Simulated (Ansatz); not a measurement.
Harmonic frequencies (cm⁻¹) at PBE0-D4/def2-TZVP from Ansatz: 22, 142, 208, 373, 383, 581, 624, 636, 893, 929, 939, 954, 990, 1166, 1367, 1444, 1452, 1773, 2218, 2243, 2250, 3038, 3107, 3154.

Question: Which molecule is it?
A. `O=CC[SiH3]`
B. `CC(=O)[SiH3]`
C. `CC[Si]O`
D. `C[SiH2]C=O`

Answer: B.
